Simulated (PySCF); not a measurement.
# A survey of 19F NMR shifts

How the numbers were obtained: GFN2-xTB structure, NMR shieldings at PBE0/pcSseg-1/GIAO, in PySCF 2.14 (no solvent, rapidly exchanging positions averaged, non-relativistic, a single conformation).

Shieldings were converted by a linear fit to measured shifts: 19F (scatter 6.0 ppm rms, 7.0 ppm with the 5 outliers that the fit left out vs CFCl3, solution or neat liquid, with a term for F on sp3 carbon). Occasional misses reach two or three times the rms, and more in compound classes unlike the fitted ones.

Problem. Give the 19F shifts of `F[C@@H]1C[C@@H]2CCCC[C@@]21F`.

Solution. 
```csv
compound,environment,δ (ppm)
[F:1][C@@H:2]1[CH2:3][C@@H:4]2[CH2:5][CH2:6][CH2:7][CH2:8][C@:9]12[F:10],F10: fluorine on an sp3 carbon,-131.4
[F:1][C@@H:2]1[CH2:3][C@@H:4]2[CH2:5][CH2:6][CH2:7][CH2:8][C@:9]12[F:10],F1: fluorine on an sp3 carbon,-176.9
```

Problem. Match the shifts -98.5, -132.0, -162.8, -188.2 ppm to `C[C@@H]1C[C@H](F)[C@H](C)[P@H]1=O`, `O=[P@H]1CC=C(F)C1`, `O=[P@@H]1CCC=C1F`, `CC[C@@H](C)[C@@H](F)S(=O)(=O)Cl`.

Solution. -98.5: O=[P@H]1CC=C(F)C1 (vinylic fluorine); -132.0: O=[P@@H]1CCC=C1F (vinylic fluorine); -162.8: CC[C@@H](C)[C@@H](F)S(=O)(=O)Cl (fluorine on an sp3 carbon); -188.2: C[C@@H]1C[C@H](F)[C@H](C)[P@H]1=O (fluorine on an sp3 carbon).
